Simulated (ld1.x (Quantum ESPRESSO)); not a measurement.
# Mg (Z = 12), ultrasoft: configuration errors across variants

| Quantity | Value |
| --- | --- |
| Element | Mg (Z = 12) |
| Generator | ld1.x (Quantum ESPRESSO) 7.5 |
| Type | ultrasoft |
| Functional | LDA (PZ) |
| Relativity | scalar-relativistic |
| Frozen core | [Ne] |
| Valence charge | 2 |
| Reference configuration | 3s2 3p0 |
| Partial waves | 3s (bound): rcut 2.05, rcutus 2.60 bohr; 3s channel at 1.25 Ry: rcut 2.05, rcutus 2.60 bohr; 3p (bound, empty): rcut 2.40, rcutus 2.65 bohr; 3p channel at 2.75 Ry: rcut 2.40, rcutus 2.65 bohr |
| Local potential | all-electron potential smoothed inside 2.00 bohr (lloc = -1) |
| Core correction | Bessel-smoothed model core inside 1.60 bohr |
| Augmentation charge | PSQ, inside the norm-conserving radii |

All-electron excitation energies from the reference (eV): (1) 3s1 3p0 8.074; (2) 3s1.5 3p0 3.192; (3) 3s1 3p1 3.523; (4) 3s0 3p2 7.269; (5) 3s0 3p1 12.465; (6) 3s1 3p0 spin 7.753; (7) 3s1.5 3p0 spin 3.135.

Spin tests fill each open shell by Hund’s rule, majority spin first.

4 further variants failed, have other tests or too few solved ones, and are left out.

Errors AE − PS in meV (a dash: test not solved or not reliable):

```tsv
change	(1)	(2)	(3)	(4)	(5)	(6)	(7)	bound ghosts
base	-4.0	-0.7	-0.9	-3.2	-9.3	-6.4	-0.8	none
all radii but the core radius scaled by about 0.94 (s 2.44, p 2.48 bohr, rcut 1.92/2.24); local potential all-electron potential smoothed inside 1.88 bohr (lloc = -1)	-4.5	-0.7	-1.5	-5.7	-12	-7.1	-1.0	none
all radii but the core radius scaled by about 1.10 (s 2.86, p 2.92 bohr, rcut 2.26/2.64); local potential all-electron potential smoothed inside 2.20 bohr (lloc = -1)	-3.7	-0.6	-0.2	-0.4	-7.0	-5.5	-0.7	none
```

Give the same row for: all radii but the core radius scaled by about 0.85 (s 2.22, p 2.26 bohr, rcut 1.76/2.04); local potential all-electron potential smoothed inside 1.70 bohr (lloc = -1).

-5.1, -0.8, -1.9, -7.5, -14, -7.6, -1.0; bound ghosts: none.
